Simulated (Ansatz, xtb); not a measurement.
# Two isomers of C5H5O2P

Structure I: `CC(=O)C1=CP=CO1`, a singlet. Structure II: `CC1=COC(C=O)=P1`, a singlet. Both are isolated molecules in the gas phase, relaxed with r2SCAN-D4/def2-SVP, each in the lowest conformer that the search found.

I (Å):

```xyz
13

C    -3.2537    0.9644   -0.0123
C    -1.9603    1.0420   -0.7848
C    -0.7677    0.4192   -0.1645
C     0.5125    0.3491   -0.6469
C     0.2146   -0.6977    1.5053
O    -1.8612    1.5829   -1.8703
O    -0.9349   -0.1724    1.0513
P     1.5870   -0.5068    0.4775
H    -3.5270   -0.0858    0.1791
H    -3.1437    1.4428    0.9741
H    -4.0445    1.4617   -0.5871
H     0.7789    0.7847   -1.6111
H     0.1186   -1.1814    2.4797
```

II (Å):

```xyz
13

C    -2.8594    2.2220    0.3379
C    -1.8672    1.1105    0.1800
C    -1.6692    0.4093   -0.9813
C    -0.1646   -0.6345    0.2929
C     0.8658   -1.6598    0.4337
O    -0.7359   -0.5551   -0.9376
O     1.4790   -1.8703    1.4591
P    -0.7716    0.4977    1.4547
H    -3.4067    2.4047   -0.5992
H    -2.3645    3.1620    0.6294
H    -3.5982    1.9906    1.1216
H    -2.1602    0.5149   -1.9508
H     1.0433   -2.2464   -0.5081
```

**Question.** Estimate E(II) − E(I) at the level CCSD(T)/def2-SVP + ΔMP2/def2-TZVPP.

**Answer.** Calculated at CCSD(T)/def2-SVP + ΔMP2/def2-TZVPP: E(II) − E(I) = +20.5 kJ/mol, so structure I lies lower.

The same difference at several levels:

```
                             level            geometry  E(II) − E(I) (kJ/mol)  departure from the last row (kJ/mol)  job, with rough time for the two
                          GFN2-xTB            GFN2-xTB                    +9.3                                 −11.2              optimisation, 0.15 s
                         HF/STO-3G            GFN2-xTB                   +14.7                                  −5.8               single point, 0.4 s
      r2SCAN-D4/def2-SVP//GFN2-xTB            GFN2-xTB                   +19.5                                  −1.0               single point, 3.9 s
                r2SCAN-D4/def2-SVP  r2SCAN-D4/def2-SVP                   +18.9                                  −1.6                optimisation, 28 s
                       HF/def2-SVP  r2SCAN-D4/def2-SVP                   +20.9                                  +0.4           part of the CCSD(T) run
                      MP2/def2-SVP  r2SCAN-D4/def2-SVP                   +14.8                                  −5.7           part of the CCSD(T) run
                  CCSD(T)/def2-SVP  r2SCAN-D4/def2-SVP                   +17.4                                  −3.1                      single point
CCSD(T)/def2-SVP + ΔMP2/def2-TZVPP  r2SCAN-D4/def2-SVP                   +20.5                                                      single point, 81 s
```

As drawn, both hold the same kinds of bond in the same numbers.

None of the levels shown reverses the order. The largest departure from CCSD(T)/def2-SVP + ΔMP2/def2-TZVPP is that of GFN2-xTB, 11.2 kJ/mol. The last row adds to CCSD(T) the change of the MP2 difference between the two basis sets, here +3.1 kJ/mol.

With thermal terms from frequencies at re-optimised GFN2-xTB minima (ideal gas, soft modes damped towards free rotors, one conformer each, 298.15 K, 1 atm): on the last row, ΔE + ΔZPE = +19.7, ΔH = +20.5, ΔG = +18.9 kJ/mol.

The correlated steps freeze 12 core orbitals. Programs: Ansatz 0.2.0, xtb 6.7.1; the last row on 4 threads of Arm Neoverse V1 on a shared host.
